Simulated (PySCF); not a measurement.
## C₆ coefficients of unlike pairs at PBE0

Calculated with PySCF 2.14 from the dipole response of each species, C₆(A,B) = (3/π) ∫ α_A(iu) α_B(iu) du, in atomic units, from isotropic polarisabilities. For ions this is the dispersion term alone; charge-induced terms of lower order in 1/R come first.

```
species           configuration                                                                        basis     relativity  α (bohr³)  C₆ (like pair)
      I  [Kr] 4d10 5s2 5p5 (2P)                                                       dyall-av2z (22s16p12d)           none      31.61           340.8
     Be           [He] 2s2 (1S)  aug-cc-pVTZ with one added diffuse shell each of s, p, d, f type (6s5p4d3f)           none      43.07           260.0
     Si       [Ne] 3s2 3p2 (3P)                                                    def2-QZVPPD (10s6p5d2f1g)           none      39.31           320.0
   Ar³⁺       [Ne] 3s2 3p3 (4S)    x2c-TZVPPall with one added diffuse shell each of s, p, d type (6s6p4d1f)  spin-free X2C      3.583           9.726
```

Q: Estimate C₆ for Be with I.

A: The integral gives 270.7. The combination rule 2 C_A C_B / (C_A α_B/α_A + C_B α_A/α_B) gives 270.5 and the geometric mean 297.7.

No spin-orbit coupling is included.

The other pairs:

```tsv
pair	C₆
Si, I	321.7
Ar³⁺, Be	36.86
Ar³⁺, Si	46.84
Ar³⁺, I	53.53
Si, Be	282.2
```
